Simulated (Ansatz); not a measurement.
**Ligand exchange: BH2Cl + C4H9I → BH2I + C4H9Cl**

Species: BH2Cl `BCl`, singlet; C4H9I (tert-butyl iodide) `CC(C)(C)I`, singlet; BH2I `BI`, singlet; C4H9Cl `CC(C)(C)Cl`, singlet. The partners trade Cl for I: B–Cl and C–I bonds give way to B–I and C–Cl.

Shapes, held fixed at every level: PBE0-D4/def2-TZVP. Programs: Ansatz 0.2.0. The zero-point and thermal change to 298 K, harmonic and unscaled (PBE0-D4/def2-TZVP), is -0.6 kJ/mol.

```tsv
level	kind	ΔH(298 K) (kJ/mol)	less CCSD(T)/def2-TZVPP
HF/def2-TZVPP	Hartree–Fock	+24.6	-9.2
B3LYP-D4/def2-TZVPP	global hybrid	+34.2	+0.4
B2PLYP/def2-TZVPP	double hybrid	+32.4	-1.4
MP2/def2-SVP	perturbation theory	+40.4	+6.6
CCSD(T)/def2-SVP	coupled cluster or CI	+35.9	+2.1
CCSD/def2-SVP	coupled cluster or CI	+34.8	+1.0
CCSD(T)/def2-TZVPP	coupled cluster or CI	+33.8	0.0
```

The highest level, CCSD(T)/def2-TZVPP, gives ΔH(298 K) = +33.8 kJ/mol; the levels span +24.6 to +40.4. The column of differences is taken from that level and isn't an error. No measured value is set beside it here. For atoms past krypton def2 sets carry core potentials with scalar relativity. Correlated rows may include outer-core shells of I, which these sets cover unevenly.
